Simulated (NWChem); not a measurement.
Species: BHOI2; SMILES OB(I)I

```xyz
5

B      0.8308     0.0129     0.0000
I     -0.2277    -1.8585     0.0000
I     -0.2261     1.8650     0.0000
O      2.1643     0.0513     0.0000
H      2.5872    -0.8170     0.0000
```
Atoms are numbered in this order, from 1.

Program: NWChem. All runs use the structure optimised with PBE0/def2-SVP. Not confirmed as a minimum by frequencies. def2 effective core potentials on I; no spin-orbit coupling. Ions are spin-unrestricted doublets at the neutral geometry; other ion states weren't tried.

For level CAM-B3LYP/def2-SVP:

```
Quantity                               Result
-------------------------------------  ------
vertical ionisation energy, ΔSCF (eV)    9.59
−ε(HOMO) (eV)                            8.55
```

Q: How do the values read with level PBE/def2-SVP instead?

A: The vertical ionisation energy, ΔSCF (eV) is 9.06 and the −ε(HOMO) (eV) is 6.20.
